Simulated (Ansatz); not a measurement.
Two structures of AlH4OF3, singlet, reached by relaxing down either side of one saddle point (PBE0-D4/def2-TZVP). Energies are electronic, without zero-point energy. Program: Ansatz 0.2.0. Basis: def2-TZVPP and def2-QZVPP. Cores are frozen in the correlated methods. Extrapolation: Hartree–Fock as exp(−7.88 √X), correlation as X^−2.97. First:

| atom | x (Å) | y (Å) | z (Å) |
| --- | --- | --- | --- |
| Al1 | -0.2176 | -1.0796 | 0.1433 |
| H2 | -1.3410 | -0.1215 | 0.7838 |
| F3 | -0.7627 | -2.0516 | -1.0693 |
| F4 | 0.8990 | -1.6971 | 1.1995 |
| H5 | 0.5451 | 1.1390 | -0.5545 |
| O6 | 0.9018 | 0.2345 | -0.6980 |
| H7 | -1.1301 | 1.2893 | 0.4846 |
| F8 | -0.7199 | 2.0809 | 0.1338 |
| H9 | 1.8254 | 0.2061 | -0.4232 |

Second:

```csv
atom,x (Å),y (Å),z (Å)
Al1,-0.1300,-0.0789,-0.0737
H2,-2.4563,-0.4496,0.9271
F3,-1.0501,-0.8599,-1.1947
F4,0.4670,-0.9609,1.1964
H5,1.8372,1.0478,-1.0487
O6,1.5929,0.1183,-0.9595
H7,-2.1899,-0.0325,1.4901
F8,-0.3638,1.5490,0.1352
H9,2.2929,-0.3333,-0.4722
```

Question: Which bonds change from the first to the second?

Answer: AlH₃OF₂ ([OH2][AlH]([F])[F]) + HF → AlH₂OF₃ ([OH2][Al]([F])([F])[F]) + H₂; bonds formed: Al1–F8, H2–H7; bonds broken: Al1–H2, H7–F8.

Question: Give the saddle point's structure and its height above each. (Judge from chemistry; the value comes from the calculation.)

Answer: By the calculation: 0.542 eV above the first and 1.954 eV above the second (CCSD(T) at an estimated basis limit (MP2 extrapolated from triple and quadruple zeta, plus CCSD(T) − MP2 in triple zeta)).
```
9
angstrom
Al -0.3124 -0.5232 0.2118
H -1.9417 -0.2349 0.5307
F -0.3838 -1.6968 -0.9724
F 0.5708 -0.8867 1.5643
H 1.6687 0.9485 -0.4125
O 1.0575 0.3590 -0.8677
H -1.5293 0.8503 0.6871
F -0.6807 1.4750 0.6404
H 1.5507 -0.2913 -1.3818
```

The search had been set up for a ligand exchange through a proton shuttle (forming Al1–O6, H5–F8, H2–H7, breaking Al1–H2, H5–O6, H7–F8); from that guess it ended on this step instead.

No T1 diagnostic of these runs exceeds 0.012.

Labels in which every atom is bracketed show which atoms are joined, not bond orders.

For scale, one of the runs: CCSD(T)/def2-TZVPP, 222 basis functions, launched by `ansatz run in.yaml --threads 4 --pin off --events-out ev --progress --plain --max-ram 9574MiB`. Time: 110 s of wall clock on 4 CPU threads of an Arm Neoverse V2; the host was shared. Peak host memory: 3.8 GiB.
